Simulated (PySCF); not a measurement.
Q: Give a LC-wPBE/def2-SV(P) geometry of `[SiH3]c1cc[se]c1`.

A: 
```
atom  x, y, z in Å
Si1   -1.9411    0.1229   -0.1819
C2    -0.1024   -0.1436    0.0107
C3     0.8868    0.9022   -0.0502
C4     2.1706    0.4920    0.1160
Se5    2.2787   -1.3253    0.3777
C6     0.4470   -1.3745    0.2282
H7    -2.6404   -1.1880   -0.0430
H8    -2.2599    0.7056   -1.5197
H9    -2.4562    1.0633    0.8579
H10    0.6305    1.9522   -0.2181
H11    3.0622    1.1207    0.1045
H12   -0.0911   -2.3209    0.3136
```

Orientation and origin are arbitrary. Atoms count from 1 in this order. The 3 C–C bonds span 1.358 Å (C3–C4, aromatic) to 1.441 Å (C2–C3, aromatic), a spread of 0.083 Å. Si1 (SiH3 silicon) is tetrahedral (angles from 107.7° to 111.0°). The 6 heavy atoms lie in one plane (0.000 Å rms). The 5-membered ring C2–C3–C4–Se5–C6 has internal angles of 87.5° to 115.1°; it is planar, 0.00 Å rms from its mean plane, widest ring torsion 0°.

Bonds between heavy atoms (Å): Si1–C2 1.868, C2–C3 1.441, C3–C4 1.358, C4–Se5 1.839, Se5–C6 1.838, C2–C6 1.365.

Level of theory: LC-wPBE/def2-SV(P) geometry optimisation, gas phase (PySCF).

Point group: Cs (every atom within 0.08 Å of its image). No frequency check.

Time: 2.0 min; peak memory 0.61 GiB. Hardware: one thread of an Arm Neoverse V2, shared host with 96 logical CPUs at a one-minute load of 27. This is the geometry optimisation.
